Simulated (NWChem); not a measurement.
System: AlSiH$_{5}$; SMILES [SiH3][AlH2]

NWChem input:

```
start job
memory heap 200 mb stack 900 mb global 1100 mb
geometry units angstroms
  Al     0.009985     1.314547    -0.005776
  H     -1.383425     2.109535     0.013667
  H      1.379261     2.149653     0.019034
  Si     0.018279    -1.148372    -0.029865
  H     -0.279368    -1.669180     1.358168
  H      1.341413    -1.736702    -0.450713
  H     -1.047049    -1.708047    -0.940824
end
basis spherical
  * library def2-svp
end
dft
  xc xcamb88 1.00 lyp 0.81 vwn_5 0.19 hfexch 1.00
  cam 0.33 cam_alpha 0.19 cam_beta 0.46
  iterations 150
end
driver
  maxiter 120
end
task dft optimize
task dft freq
```

Excerpt of the output:

```
             Northwest Computational Chemistry Package (NWChem) 7.3.0
             --------------------------------------------------------

 C1  symmetry detected

                             Geometry "geometry" -> ""
                             -------------------------

 Output coordinates in angstroms (scale by  1.889725989 to convert to a.u.)

  No.       Tag          Charge          X              Y              Z
 ---- ---------------- ---------- -------------- -------------- --------------
    1 Al                  13.0000     0.00166481     1.30966772    -0.00351724
    2 H                    1.0000    -1.38923668     2.10914674     0.01068519
    3 H                    1.0000     1.37356543     2.14071257     0.01017525
    4 Si                  14.0000     0.00228941    -1.15338287    -0.00283715
    5 H                    1.0000    -0.29417399    -1.65927592     1.39095336
    6 H                    1.0000     1.32274710    -1.75003331    -0.42036384
    7 H                    1.0000    -1.06659619    -1.71887036    -0.90600581

 Effective nuclear repulsion energy (a.u.)      74.3511459918

                                Z-matrix (autoz)
                                --------

 Units are Angstrom for bonds and degrees for angles

      Type          Name      I     J     K     L     M      Value
      ----------- --------  ----- ----- ----- ----- ----- ----------
    1 Stretch                  1     2                       1.60436
    2 Stretch                  1     3                       1.60404
    3 Stretch                  1     4                       2.46305
    4 Stretch                  4     5                       1.51211
    5 Stretch                  4     6                       1.50796
    6 Stretch                  4     7                       1.50931
    7 Bend                     1     4     5               109.55832
    8 Bend                     1     4     6               113.31676
    9 Bend                     1     4     7               111.98243
   10 Bend                     2     1     3               118.89684
   11 Bend                     2     1     4               119.90302
   12 Bend                     3     1     4               121.18992
   13 Bend                     5     4     6               107.12899
   14 Bend                     5     4     7               106.70111
   15 Bend                     6     4     7               107.83095
   16 Torsion                  2     1     4     5         -77.39155
   17 Torsion                  2     1     4     6         163.03894
   18 Torsion                  2     1     4     7          40.79187
   19 Torsion                  3     1     4     5         101.43292
   20 Torsion                  3     1     4     6         -18.13658
   21 Torsion                  3     1     4     7        -140.38366

                           NWChem Geometry Optimization
                           ----------------------------

 maximum gradient threshold         (gmax) =   0.000450
 rms gradient threshold             (grms) =   0.000300
 maximum cartesian step threshold   (xmax) =   0.001800
 rms cartesian step threshold       (xrms) =   0.001200
 fixed trust radius                (trust) =   0.300000
 source of zmatrix                         =   autoz

          -------------------
          Energy Minimization
          -------------------

 Using diagonal initial Hessian
 Scaling for Hessian diagonals: bonds = 1.00  angles = 0.25  torsions = 0.10

          --------
          Step   0

                                 NWChem DFT Module
                                 -----------------

 Summary of "ao basis" -> "ao basis" (spherical)
 ------------------------------------------------------------------------------
       Tag                 Description            Shells   Functions and Types
 ---------------- ------------------------------  ------  ---------------------
 Al                         def2-svp                 8       18   4s3p1d
 H                          def2-svp                 3        5   2s1p
 Si                         def2-svp                 8       18   4s3p1d

            General Information
            -------------------
          SCF calculation type: DFT
          Wavefunction type:  closed shell.
          No. of atoms     :     7
          No. of electrons :    32
           Alpha electrons :    16
            Beta electrons :    16
          Charge           :     0
          Spin multiplicity:     1
          Use of symmetry is: off; symmetry adaption is: off
          Maximum number of iterations: 150
          AO basis - number of functions:    61
                     number of shells:    31
          Convergence on energy requested:  1.00D-06
          Convergence on density requested:  1.00D-05
          Convergence on gradient requested:  5.00D-04

              XC Information
              --------------
                     Hartree-Fock (Exact) Exchange  1.000
                   CAM-Becke88 Exchange Functional  1.000
                      VWN V Correlation Functional  0.190 local
              Lee-Yang-Parr Correlation Functional  0.810

           Range-Separation Parameters
           ---------------------------
           Alpha           :  0.19
           Beta            :  0.46
           Gamma           :  0.33
           Short-Range HF  :     F

             Grid Information
             ----------------
          Grid used for XC integration:  medium
          Radial quadrature: Mura-Knowles
          Angular quadrature: Lebedev.
          Tag              B.-S. Rad. Rad. Pts. Rad. Cut. Ang. Pts.
          ---              ---------- --------- --------- ---------
          Al                  1.25       88          10.0       590
          H                   0.35       45          12.0       434
          Si                  1.10       88          10.0       590
          Grid pruning is: on
          Number of quadrature shells:   401
          Spatial weights used:  Erf1

      Superposition of Atomic Density Guess
      -------------------------------------

 Sum of atomic energies:        -533.02635659

      Non-variational initial energy
      ------------------------------

 Total energy =    -533.340671
 1-e energy   =    -887.384912
 2-e energy   =     279.693095
 HOMO         =      -0.280041
 LUMO         =      -0.030575

   convergence    iter        energy       DeltaE   RMS-Dens  Diis-err
 ---------------- ----- ----------------- --------- --------- ---------
 d= 0,ls=0.0,diis     1   -534.7008747549 -6.09D+02  6.69D-03  1.23D-01
 d= 0,ls=0.0,diis     2   -534.7208330998 -2.00D-02  1.93D-03  3.88D-03
 d= 0,ls=0.0,diis     3   -534.7217945311 -9.61D-04  4.81D-04  6.71D-04
 d= 0,ls=0.0,diis     4   -534.7219271029 -1.33D-04  1.30D-04  9.63D-06
 d= 0,ls=0.0,diis     5   -534.7219312481 -4.15D-06  2.32D-05  5.88D-07
 d= 0,ls=0.0,diis     6   -534.7219313953 -1.47D-07  5.53D-06  1.90D-08

         Total DFT energy =     -534.721931395291
      One electron energy =     -888.813602005029
           Coulomb energy =      321.087816651478
    Exchange-Corr. energy =      -41.347292033508
 Nuclear repulsion energy =       74.351145991769

 Numeric. integr. density =       32.000003418669

                       DFT Final Molecular Orbital Analysis
                       ------------------------------------

 Vector   14  Occ=2.000000D+00  E=-4.053666D-01
              MO Center= -2.8D-01, -1.5D+00,  3.9D-01, r^2= 2.2D+00
   Bfn.  Coefficient  Atom+Function         Bfn.  Coefficient  Atom+Function
  ----- ------------  ---------------      ----- ------------  ---------------
    47      0.359063  5 H  s                 38      0.293821  4 Si pz
    57     -0.246630  7 H  s                 41      0.231335  4 Si pz
    48      0.202967  5 H  s                 35     -0.168417  4 Si pz
    58     -0.136880  7 H  s                 52     -0.113421  6 H  s
    53     -0.062490  6 H  s                 44      0.041705  4 Si d  0

 Vector   15  Occ=2.000000D+00  E=-3.661744D-01
              MO Center=  6.9D-03,  1.7D+00, -1.7D-02, r^2= 3.3D+00
   Bfn.  Coefficient  Atom+Function         Bfn.  Coefficient  Atom+Function
  ----- ------------  ---------------      ----- ------------  ---------------
    19      0.312733  2 H  s                 24     -0.312048  3 H  s
     8     -0.258918  1 Al px                20      0.212917  2 H  s
    25     -0.210949  3 H  s                 11     -0.178816  1 Al px
     5      0.155703  1 Al px                52      0.092248  6 H  s
    57     -0.073725  7 H  s                 36      0.064654  4 Si px

 Vector   16  Occ=2.000000D+00  E=-3.266646D-01
              MO Center=  4.9D-04,  7.6D-02, -1.7D-03, r^2= 3.6D+00
   Bfn.  Coefficient  Atom+Function         Bfn.  Coefficient  Atom+Function
  ----- ------------  ---------------      ----- ------------  ---------------
    37      0.305306  4 Si py                40      0.303662  4 Si py
     9     -0.272774  1 Al py                34     -0.165798  4 Si py
    32      0.155867  4 Si s                 19     -0.153890  2 H  s
     6      0.152695  1 Al py                24     -0.153073  3 H  s
    12     -0.144905  1 Al py                 3      0.132210  1 Al s

[...]

      ----------------------
      Optimization converged
      ----------------------

  Step       Energy      Delta E   Gmax     Grms     Xrms     Xmax
  ---- ---------------- -------- -------- -------- -------- --------
@    4    -534.72239459 -2.7D-07  0.00008  0.00003  0.00060  0.00141
                                     ok       ok       ok       ok

                                Z-matrix (autoz)
                                --------

 Units are Angstrom for bonds and degrees for angles

      Type          Name      I     J     K     L     M      Value     Gradient
      ----------- --------  ----- ----- ----- ----- ----- ---------- ----------
    1 Stretch                  1     2                       1.58483   -0.00008
    2 Stretch                  1     3                       1.58453   -0.00008
    3 Stretch                  1     4                       2.45261    0.00007
    4 Stretch                  4     5                       1.49554   -0.00001
    5 Stretch                  4     6                       1.49228   -0.00001
    6 Stretch                  4     7                       1.49337   -0.00001
    7 Bend                     1     4     5               109.86200   -0.00003
    8 Bend                     1     4     6               112.87385    0.00001
    9 Bend                     1     4     7               111.73353   -0.00000
   10 Bend                     2     1     3               118.75806    0.00000
   11 Bend                     2     1     4               120.01716   -0.00002
   12 Bend                     3     1     4               121.21750    0.00001
   13 Bend                     5     4     6               107.30057    0.00001
   14 Bend                     5     4     7               107.00087    0.00001
   15 Bend                     6     4     7               107.80123    0.00000
   16 Torsion                  2     1     4     5         -77.56986    0.00000
   17 Torsion                  2     1     4     6         162.72201    0.00000
   18 Torsion                  2     1     4     7          41.02875   -0.00000
   19 Torsion                  3     1     4     5         101.43677   -0.00000
   20 Torsion                  3     1     4     6         -18.27136    0.00000
   21 Torsion                  3     1     4     7        -139.96462   -0.00001

                         Geometry "geometry" -> "geometry"
                         ---------------------------------

 Output coordinates in angstroms (scale by  1.889725989 to convert to a.u.)

  No.       Tag          Charge          X              Y              Z
 ---- ---------------- ---------- -------------- -------------- --------------
    1 Al                  13.0000     0.00107224     1.30218851    -0.00257617
    2 H                    1.0000    -1.37079793     2.09562091     0.00805625
    3 H                    1.0000     1.35646986     2.12287037     0.00739572
    4 Si                  14.0000     0.00002390    -1.15042129     0.00204484
    5 H                    1.0000    -0.29080671    -1.65582224     1.37922774
    6 H                    1.0000     1.30900199    -1.73182504    -0.41681251
    7 H                    1.0000    -1.05470345    -1.70464663    -0.89824610

 Effective nuclear repulsion energy (a.u.)      74.8683230481

                Final and change from initial internal coordinates
                --------------------------------------------------

                                Z-matrix (autoz)
                                --------

 Units are Angstrom for bonds and degrees for angles

[...]

 Rotational Constants
 --------------------
 A=   1.758415 cm-1  (  2.529911 K)
 B=   0.163199 cm-1  (  0.234802 K)
 C=   0.157444 cm-1  (  0.226521 K)

 Temperature                      =   298.15K
 frequency scaling parameter      =   1.0000

 Zero-Point correction to Energy  =   23.884 kcal/mol  (  0.038061 au)
 Thermal correction to Energy     =   26.956 kcal/mol  (  0.042958 au)
 Thermal correction to Enthalpy   =   27.549 kcal/mol  (  0.043901 au)

 Total Entropy                    =   67.937 cal/mol-K
   - Translational                =   38.178 cal/mol-K (mol. weight =  59.9976)
   - Rotational                   =   23.084 cal/mol-K (symmetry #  =        1)
   - Vibrational                  =    6.675 cal/mol-K

 Cv (constant volume heat capacity) =   16.400 cal/mol-K
   - Translational                  =    2.979 cal/mol-K
   - Rotational                     =    2.979 cal/mol-K
   - Vibrational                    =   10.441 cal/mol-K

[normal modes left out]

 ----------------------------------------------------------------------------
 Normal Eigenvalue ||           Projected Infra Red Intensities
  Mode   [cm**-1]  || [atomic units] [(debye/angs)**2] [(KM/mol)] [arbitrary]
 ------ ---------- || -------------- ----------------- ---------- -----------
    1       -0.000 ||    0.000000           0.000         0.000       0.000
    2       -0.000 ||    0.000038           0.001         0.037       0.005
    3       -0.000 ||    0.000009           0.000         0.008       0.001
    4        0.000 ||    0.000256           0.006         0.250       0.033
    5        0.000 ||    0.000010           0.000         0.010       0.001
    6        0.000 ||    0.000077           0.002         0.075       0.010
    7      183.929 ||    0.000401           0.009         0.391       0.052
    8      381.641 ||    0.028872           0.666        28.146       3.753
    9      397.685 ||    0.009243           0.213         9.011       1.202
   10      434.662 ||    0.053186           1.227        51.849       6.914
   11      564.980 ||    0.006841           0.158         6.669       0.889
   12      605.110 ||    0.129452           2.987       126.196      16.828
   13      790.029 ||    0.525316          12.119       512.104      68.289
   14      894.583 ||    0.077951           1.798        75.990      10.133
   15      953.094 ||    0.051247           1.182        49.958       6.662
   16      958.368 ||    0.045534           1.050        44.388       5.919
   17     1930.864 ||    0.163003           3.761       158.904      21.190
   18     1933.761 ||    0.245732           5.669       239.551      31.944
   19     2220.532 ||    0.082315           1.899        80.244      10.701
   20     2227.850 ||    0.102901           2.374       100.313      13.377
   21     2237.760 ||    0.093046           2.147        90.706      12.096
 ----------------------------------------------------------------------------
```

Level: CAM-B3LYP/def2-SVP.
